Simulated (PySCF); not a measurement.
Species: C2H12NOSi3 (doublet state).
Cartesian coordinates in Å at the GFN2-xTB level; atoms count from 1:
```xyz
19
C2H12NOSi3 angstrom
C     -1.753    0.732    1.082
N     -1.017   -0.034    0.111
C     -1.840   -1.018   -0.546
Si     0.387    0.610   -0.653
Si     1.796    1.455    0.947
O      1.080   -0.637   -1.438
Si     1.933   -2.009   -1.550
H     -1.086    1.427    1.587
H     -2.196    0.064    1.827
H     -2.565    1.306    0.615
H     -2.666   -0.554   -1.099
H     -2.267   -1.701    0.195
H     -1.231   -1.587   -1.242
H      0.092    1.485   -1.807
H      1.436    2.834    1.306
H      1.850    0.717    2.216
H      3.184    1.515    0.475
H      3.343   -1.647   -1.519
H      1.511   -2.948   -0.516
```

The hyperfine couplings belong to this conformer and change with its torsions.

Identity: `CN(C)[Si@@H]([SiH3])O[SiH2]` [radical].

Method used: PySCF, UKS B3LYP, pcH-1 on C H N O Si, non-relativistic, mean-field spin-orbit, GIAO. Isolated species at its GFN2-xTB geometry (one conformer only). Couplings are sensitive to structure, and on GFN2-xTB geometries they can be far from those on DFT ones, by a factor of two or more for some ions and for spin on atoms past the first row. No stability test was run, so a lower SCF solution isn't excluded.

Question: The isotropic 29Si couplings are -591.7, -15.9, -3.2 MHz. Assign them to Si4; Si5; Si7.

Answer: 
```csv
site,a_iso (MHz),ρ(0) (bohr⁻³),position,distance from Si7 (Å),spin population,largest |T| (MHz)
Si4,-15.9,+0.0179,2 bonds from Si7,3.17,0.00,4.4
Si5,-3.2,+0.0036,3 bonds from Si7,4.27,+0.01,1.4
Si7,-591.7,+0.6669,largest spin population,0.00,+0.89,157.7
```

ρ(0) is the spin density at the nucleus and T the dipolar tensor; a_iso includes a spin–orbit part; entries for several nuclei are means. The largest Mulliken spin population is on Si7 (+0.89). The angles at Si7 add up to 332.6°, so it is pyramidal.

Means are taken over nuclei equivalent by connectivity, which assumes that they swap fast. C1 and C3, with what hangs on them, aren't averaged: N2 is flat or nearly so (angle sum 355°), and its turn about the short N2–Si4 bond (1.72 Å) is taken as slow.
